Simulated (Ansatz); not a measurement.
`C[N](C)[W](=[O])(=[O])[F]` + HCl → `[O]=[W](=[O])([F])[Cl]` + dimethylamine at 298.15 K and 1 bar (ligand exchange at a W–N bond).

Gas-phase electronic energies from Ansatz, PBE0-D4/def2-TZVP geometries. CCSD(T)/CBS is the MP2 limit (def2-TZVPP, def2-QZVPP) plus CCSD(T) − MP2 in def2-TZVPP, frozen cores. This one scheme is used for every species. Elements past krypton have def2 core potentials. For W outer-core shells are correlated without core-valence functions, which leaves a few kJ/mol of doubt a bond. Each species was taken in one conformer, which may not be the lowest.

```
                    species  CCSD(T)/CBS energy (Eh)  H − E (kJ/mol)  S (J/(mol·K))
`C[N](C)[W](=[O])(=[O])[F]`               -451.69287           266.0          403.7
                        HCl               -460.38127            26.6          186.8
   `[O]=[W](=[O])([F])[Cl]`               -777.07652            44.4          339.1
                      `CNC`               -135.00321           256.9          271.4
```

H − E and S are ideal-gas, rigid-rotor, harmonic terms from PBE0-D4/def2-TZVP, for one conformer and one mirror image of each species. 1 Eh = 2625.50 kJ/mol, R = 8.31446 J/(mol·K).

Question: By hand: ΔE, ΔH, ΔS and ΔG.

Answer: ΔE = (-777.07652) + (-135.00321) − (-451.69287) − (-460.38127) = -0.00559 Eh = -14.7 kJ/mol. Δ(H − E) = 44.4 + 256.9 − 266.0 − 26.6 = 8.7, so ΔH = -6.0 kJ/mol. ΔS = 339.1 + 271.4 − 403.7 − 186.8 = 20.0 J/(mol·K). ΔG = -6.0 − 298.15 × (20.0)/1000 = -12.0 kJ/mol.

Question: By hand: the equilibrium constant, and the temperature at which ΔG would vanish if ΔH and ΔS stayed fixed.

Answer: log₁₀ K = −ΔG/(RT ln 10) = 2.1. ΔH and −TΔS have one sign here, so there is no such temperature.

TΔS isn't small against ΔH here. A doubt of 5 kJ/mol in ΔE shifts log₁₀ K by 0.9 here. Other conformers and mirror images would add mixing entropy, several J/(mol·K) or more a flexible species. Modes under 60 cm⁻¹, often nearly free rotors, make the harmonic entropy too high. These are equilibria of isolated gas molecules and say nothing of rates. Largest T1 diagnostic: 0.022 (customary marks: 0.02 for closed shells, 0.045 for open ones).
